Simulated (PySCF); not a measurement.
An unknown shows these calculated signals:

¹H NMR (400 MHz, computed): δ 6.16 (m, 1H), 0.17 (s, 9H).

¹³C{¹H} NMR (computed): δ 128.9 (CH), -4.9 (CH3).

Calculated, not measured (PySCF 2.14.0 with density-fitted response routines): GFN2-xTB structure, σ from GIAO-PBE0/pcSseg-1. Non-relativistic Hamiltonian, a single conformation, no solvent, rapidly exchanging positions averaged.

Scale: ¹H (σ = 31.72 ppm) and ¹³C (σ = 186.93 ppm) against TMS (reference shieldings calculated alike).

Which of these does the molecule contain: an S-methyl group, a (CH3)2CH unit, a Si–CH3 group, a tert-butyl group?

Answers


- An S-methyl group: no.
- A (CH3)2CH unit: no.
- A Si–CH3 group: yes (δC -4.9; δH 0.17 (s)).
- A tert-butyl group: no.

The data belong to `FC([Si](C)(C)C)F`, C4H10F2Si; they needn't prove each group on their own.

Carbon signals by region: 1 in the sp2 and nitrile region (100–160 ppm), 1 below 50 ppm.

Splittings by ¹⁹F in the carbon and heteronuclear signals aren't shown, as no couplings were computed. Shifts are as computed. Against solution values, carbons near 30 ppm lie about +3 ppm off and those near 130 ppm about +5 ppm. Of 1211 compounds with measured shifts, 218 miss one by over three times the rms of a fit or turn the order of signals round; such compounds aren't used in these exercises. Multiplicities follow the n + 1 count of equivalent neighbours, as no J values were calculated; m marks all less simple cases, F and P coupling included.
